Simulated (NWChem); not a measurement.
**Electron attachment to Br (+1)**

```xyz
1

Br     0.0000     0.0000     0.0000
```
Charge +1, spin multiplicity 3.

Everything below was run with NWChem.

Basis set: def2-TZVPD. The species with one electron more has spin multiplicity 2. Δ marks differences of total energies (open shells unrestricted). −ε marks an orbital energy of the parent. That orbital need not have the symmetry of the hole or added electron in the Δ rows.

The Hamiltonian is non-relativistic. B3LYP has NWChem's definition, with VWN1-RPA local correlation. The stability of the SCF solutions was not checked. Open-shell Hartree-Fock references start from PBE0 orbitals.

Task: Order these methods by the vertical electron affinity they give, lowest first: −ε(beta LUMO) of BLYP, −ε(beta LUMO) of B3LYP, −ε(beta LUMO) of PBE, −ε(beta LUMO) of HF, ΔB3LYP.

Result: −ε(beta LUMO) of HF (9.86 eV), ΔB3LYP (11.95 eV), −ε(beta LUMO) of B3LYP (15.43 eV), −ε(beta LUMO) of PBE (16.20 eV), −ε(beta LUMO) of BLYP (16.31 eV)
